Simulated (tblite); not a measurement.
Compound: C₇H₁₃NP₂.
Structure used (GFN2-xTB), in Å, numbered top down from 1:
```
atom  x, y, z in Å
C1    -1.9512    2.0296   -0.1600
C2    -1.4370    1.3143    0.8255
C3    -1.2694   -0.1653    0.7803
P4     0.5174   -0.6804    0.8980
C5     0.2302   -2.5492    0.9062
C6    -0.6366   -2.9768   -0.1453
N7    -1.3339   -3.2834   -1.0001
C8     1.0426   -0.5159   -0.8737
C9     1.2887    0.9652   -1.1460
P10    1.6373    1.7705    0.4869
H11   -2.0683    3.0970   -0.0868
H12   -2.2840    1.5740   -1.0797
H13   -1.1262    1.7918    1.7456
H14   -1.7629   -0.6126    1.6513
H15   -1.7054   -0.5871   -0.1309
H16    1.2056   -3.0344    0.8039
H17   -0.1977   -2.8222    1.8753
H18    0.3066   -0.9527   -1.5544
H19    1.9766   -1.0795   -0.9776
H20    2.1064    1.1265   -1.8528
H21    0.3898    1.4387   -1.5507
H22    2.9103    1.2211    0.6473
H23    2.1562    2.9577   -0.0521
```

Calculated harmonic vibrations of the isolated species, GFN2-xTB (tblite), most abundant isotopes, no scaling. Against measured fundamentals such values can be off by several per cent, at times by over 20. Modes of hydrogen on phosphorus can be 10 to 20 % off. One conformer, not necessarily the lowest.

Harmonic wavenumbers (cm⁻¹): 40.2, 57.4, 78.9, 86.6, 129.7, 133.7, 148.2, 199.3, 217.1, 277.2, 296.2, 317.1, 374.8, 385.3, 408.4, 490.9, 585.7, 668.5, 680.6, 698.9, 728.2, 748.8, 760.4, 800.2, 832.7, 868.0, 892.4, 933.7, 955.8, 999.4, 1018.9, 1047.9, 1058.2, 1066.0, 1080.6, 1127.0, 1148.5, 1163.7, 1168.5, 1197.7, 1233.6, 1238.5, 1280.3, 1384.7, 1403.0, 1424.2, 1433.9, 1451.3, 1703.1, 2236.5, 2293.7, 2389.2, 2909.0, 2919.3, 2929.7, 2937.3, 2941.4, 2945.2, 2946.6, 2956.6, 3056.1, 3089.5, 3127.8.

A = 1385, B = 704.9, C = 587.5 MHz; mass 173.052 u (most abundant isotopes); point group C1, symmetry number 1.

Q: What is the zero-point energy?

A: Half the sum of the wavenumbers: 39051 cm⁻¹ = 467.15 kJ/mol.

Q: Entropy at 298.15 K, 1 bar (ideal gas, RRHO, classical rotation)?

A: Translation 173.13, rotation 128.47, vibration 176.45: S = 478.1 J/(mol K).

Q: And Cp and H(298.15 K) − H(0)?

A: Cp = 206.30 J/(mol K), of which vibrations give 173.04 (their classical limit is 63 R = 523.8); H(298.15 K) − H(0) = 36.97 kJ/mol without the zero-point energy, 27.05 from vibrations.

Q: Which modes carry the vibrational entropy at 298.15 K?

A: 40.2 cm⁻¹: 21.96; 57.4 cm⁻¹: 19.01; 78.9 cm⁻¹: 16.39; 86.6 cm⁻¹: 15.63; 129.7 cm⁻¹: 12.34; 133.7 cm⁻¹: 12.10 J/(mol K); the other 57 give 79.00 together.

Q: What must be added to the electronic energy to get the Gibbs energy at 298.15 K and 1 bar?

A: ZPE + [H(298.15 K) − H(0)] − T·S = 467.15 + 36.97 − 142.53 = 361.59 kJ/mol.

Hindered rotation and anharmonicity are outside this model. Other conformers, if any are populated, would add a mixing term that is left out. The structure is chiral; the term R ln 2 for an equal mix with its mirror image is left out.
